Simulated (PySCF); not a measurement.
Zn(F)(SeH) (FHSeZn), SMILES [F][Zn][SeH]. Coordinates come from a B3LYP-D3(BJ)/def2-TZVP optimisation. One conformer was computed; it need not be the lowest.

Calculation: B3LYP-D3(BJ)/def2-TZVP in PySCF.

Harmonic wavenumbers (cm⁻¹): 114, 120, 272, 600, 659, 2392. Rotational constants (GHz): 233.7, 1.487, 1.477; symmetry number 1.

Task: Work out the zero-point energy and the ideal-gas rigid-rotor harmonic-oscillator thermochemistry at 298.15 K and 1 atm.

Result: ZPE = ½ Σ hcν = ½ × 4158 cm⁻¹ = 5.94 kcal/mol. H − E(el) = 9.66 kcal/mol. Entropy in cal/(mol K): translation 41.20, rotation 23.95, vibration 8.69, total 73.84. G − E(el) = -12.35 kcal/mol. Cp = 15.49 cal/(mol K). Modes under 150 cm⁻¹ make the vibrational entropy uncertain.
